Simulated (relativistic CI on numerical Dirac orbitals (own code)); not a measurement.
One change at a time: Bi⁴⁶⁺

Base calculation: Dirac-Coulomb-Breit CI, separate exchange-only KLI orbitals for each configuration, model QED (radiative potential, 1s self-energy scaled to tabulated hydrogen-like ionisation energies), unscaled Slater integrals.

Configuration list (outside the closed core [Ar] 3d10): 4s²4p⁶4d, 4s²4p⁶4f, 4s²4p⁵4d², 4s4p⁶4d², 4s²4p⁵4d4f, 4s4p⁶4d4f, 4s²4p⁶5s, 4s²4p⁶5p, 4s²4p⁶5d, 4p⁶4d²4f, 4s²4p⁵4d5s, 4s²4p⁶5f, 4s²4p⁵4d5p, 4s4p⁶4f5s, 4s²4p⁶5g, 4s²4p⁵4d5d, 4s4p⁶4d5s, 4p⁶4d³, 4p⁵4d⁴, 4p⁵4d³4f, 4p⁶4d4f², 4p⁶4f³, 4p⁵4d²4f², 4p⁵4d4f³, 4p⁶4f²5s, 4s4p⁶4f², 4s4p⁵4f³, 4s4p⁶4f5p, 4s4p⁵4f²5p, 4p⁶4f²5p. Double excitations out of closed p, d and f shells are left out; levels of such configurations are missing from the list, as are those of other unlisted configurations, and high levels can miss mixing partners. These lack a partner that the ground configuration has and come out too high: 4s²4p⁵4d5s, 4s²4p⁵4d5p, 4s²4p⁵4d5d, 4s²4p⁶5d, 4s²4p⁶5f.

The lowest level and the first level of each name with at least 55 % of one term (blank where a level has no safe partner in the second run):

| Level | Base (eV) | Shift (eV) |
| --- | --- | --- |
| 4s²4p⁶4d ²D3/2 | 0.000 | 0.000 |
| 4s²4p⁶4d ²D5/2 | 35.496 | +0.024 |
| 4s²4p⁵4d² ⁴D°1/2 | 186.785 | -2.124 |
| 4s²4p⁵4d² ⁴G°9/2 | 221.396 | -1.663 |
| 4s²4p⁵4d² ²H°11/2 | 226.683 | -1.576 |
| 4s²4p⁵4d² ²G°9/2 | 236.400 | -1.962 |
| 4s²4p⁵4d² ⁴G°11/2 | 256.918 | -1.568 |
| 4s²4p⁵4d² ²P°1/2 | 258.434 | -1.937 |
| 4s²4p⁶4f ²F°5/2 | 281.240 | -13.780 |
| 4s²4p⁵4d4f ⁴G5/2 | 439.178 | -1.998 |
| 4s²4p⁵4d4f ⁴D1/2 | 450.912 | -1.516 |

At this charge energies of transitions that change n are usually good to better than 1 %, and those within a shell (Δn = 0) to a few per cent.

Q: One thing was changed in a second run, which moved the levels as shown. Which?
A. configuration mixing switched off
B. QED terms removed
C. Breit term removed
D. only the first 3 configurations

A: A. Configuration mixing switched off. Without mixing, levels that were pushed by configurations of the same parity and J return to their single-configuration places.

LS names give the leading component of a level, which can be under half, so a name can repeat, a term be missing and a line seem to break the LS rules.
